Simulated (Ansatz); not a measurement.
Compare A (`C[Si]1(F)CS1`) with its isomer B (`CC1(F)[SiH2]S1`).

Isolated molecules relaxed with PBE0-D4/def2-TZVP in Ansatz; ΔE leaves out vibrations. CCSD(T)/CBS is the MP2 limit (def2-TZVPP, def2-QZVPP) plus CCSD(T) − MP2 in def2-TZVPP, frozen cores. DFT in def2-TZVPP. B3LYP here is the variant with VWN-RPA as its local correlation; programs differ in this.

**Question.** Which isomer does CCSD(T)/CBS put lower? Give the gap. (Estimate.)

**Answer.** Computed: A, by 64.1 kcal/mol.

**Question.** Give E(B) − E(A) in kcal/mol with B3LYP, PBE-D4, B2PLYP, CCSD(T)/def2-TZVPP, PBE0-D4, CCSD/def2-TZVPP, MP2/def2-TZVPP. (Best estimate.)

**Answer.** Ansatz gave: B3LYP 62.1, PBE-D4 58.7, B2PLYP 63.7, CCSD(T)/def2-TZVPP 63.5, PBE0-D4 61.3, CCSD/def2-TZVPP 64.4, MP2/def2-TZVPP 66.0. None reverses the order clearly.

Largest T1 diagnostic: 0.013.

From PBE to PBE0 (25 % exact exchange), in def2-TZVPP and without D4, E(B) − E(A) moves by +2.6 kcal/mol.
